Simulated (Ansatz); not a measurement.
Basis-set series for C3H7AlCl2 (`C[CH](C)[Al]([Cl])[Cl]`). Total charge 0; spin multiplicity 1. The geometry is a stationary point of PBE0-D4/def2-TZVP. It is one conformer, not always the lowest.

```
functional       basis  functions  energy (Eh)  HOMO (eV)  LUMO (eV)
   PBE0-D4    def2-SVP        131  -1280.51112      -7.85      -0.79
   PBE0-D4  def2-TZVPP        317  -1281.03999      -7.88      -0.90
   ωB97M-V    def2-SVP        131  -1280.93393     -10.00       0.95
   ωB97M-V  def2-TZVPP        317  -1281.46664     -10.05       0.75
```

Q: Give the rows for def2-QZVPP. (Estimate.)

A: Ansatz gave: 
| functional | basis | functions | energy (Eh) | HOMO (eV) | LUMO (eV) |
| --- | --- | --- | --- | --- | --- |
| PBE0-D4 | def2-QZVPP | 591 | -1281.08121 | -7.90 | -0.96 |
| ωB97M-V | def2-QZVPP | 591 | -1281.50622 | -10.07 | 0.59 |

Positive LUMOs are unbound and depend on the basis.
